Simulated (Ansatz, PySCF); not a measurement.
Gas-phase reaction (SMILES): BrB(Br)Br [tribromoborane] + O (H2O) → OB(Br)Br + Br (HBr); water cleaves one B-Br bond, a model of a ligand-exchange step.

Structures are relaxed separately at B3LYP-D3(BJ)/def2-TZVP in Ansatz (a program for electronic structure), one conformer each, not searched for the lowest. Correlated levels leave the core frozen unless marked. Spin-orbit coupling is left out. Frozen are the shells of the preceding noble gas and the d and f shells that filled before the atom's block. Non-relativistic. Basis-set limits of correlation are two-point, X^-3; Hartree-Fock from the larger set. Thermal terms are rigid-rotor harmonic-oscillator values from B3LYP-D3(BJ) frequencies (Ansatz or PySCF) at 298.15 K and 1 atm. 1 Eh = 627.5095 kcal/mol.

```tsv
species	E, CCSD(T)/CBS(aug-cc-pVTZ,aug-cc-pVQZ) (Ansatz) (Eh)	E, PBE/def2-TZVPD (Ansatz) (Eh)	H - E (Eh)
BrB(Br)Br	-7742.94146	-7746.23370	0.01187
O (H2O)	-76.37513	-76.38111	0.02495
OB(Br)Br	-5246.05805	-5248.26839	0.02594
Br (HBr)	-2573.28283	-2574.36895	0.00927
```

Problem. Work out ΔE and ΔH at 298.15 K at the first level, then ΔH at the second.

Solution. 
1. ΔE = [(-5246.05805) + (-2573.28283)] - [(-7742.94146) + (-76.37513)] = -0.02429 Eh = -15.2 kcal/mol at CCSD(T)/CBS(aug-cc-pVTZ,aug-cc-pVQZ).
2. The terms H - E add up to -0.00161 Eh, so ΔH = (-0.02429 + (-0.00161))×627.5095 = -16.3 kcal/mol.
3. At PBE/def2-TZVPD the same steps give ΔE = -14.1 and ΔH = -15.1 kcal/mol, a shift of +1.2 from the first level.
4. These values are not checked against measurement here, since the tables used lack a sound gas-phase enthalpy of formation for at least one species.
